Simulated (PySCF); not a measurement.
# Run times: zirconium in x2c-TZVPall

Measured wall times of calculations with PySCF 2.14 in x2c-TZVPall (8s6p6d1f, 63 functions), with scalar relativity by spin-free X2C-1e, run from one Python driver. Hardware: 1 thread of Neoverse-V2 on a shared host, 1.3 GiB allowed. The two-electron integrals over 63 functions were computed once and kept in memory (1.1 CPU seconds with the set-up); the times below exclude them. Kohn-Sham runs start from converged Hartree-Fock orbitals.

Launch command (the driver calls PySCF for each step listed in the task file):

```bash
OMP_NUM_THREADS=1 python atomrun2.py TASK.json OUT
```

| species | step | iterations | wall time (s) |
| --- | --- | --- | --- |
| Zr [Kr] 4d2 5s2 | UHF | 7 | 0.39 |
| Zr [Kr] 4d2 5s2 | PBE0 | 7 | 1.6 |
| Zr [Kr] 4d2 5s2 | MP2 (4 electrons) |  | 0.07 |
| Zr⁺ [Kr] 4d2 5s1 | UHF | 6 | 0.3 |
| Zr⁺ [Kr] 4d2 5s1 | PBE0 | 6 | 1.4 |
| Zr⁺ [Kr] 4d2 5s1 | TPSS | 6 | 2.7 |
| Zr⁺ [Kr] 4d2 5s1 | MP2 (3 electrons) |  | 0.03 |

Question: Roughly how long does TPSS take for Zr [Kr] 4d2 5s2 here?

Answer: About 3.1 s.

Peak memory of the process: 0.26 GiB. Times on a shared host vary from run to run.
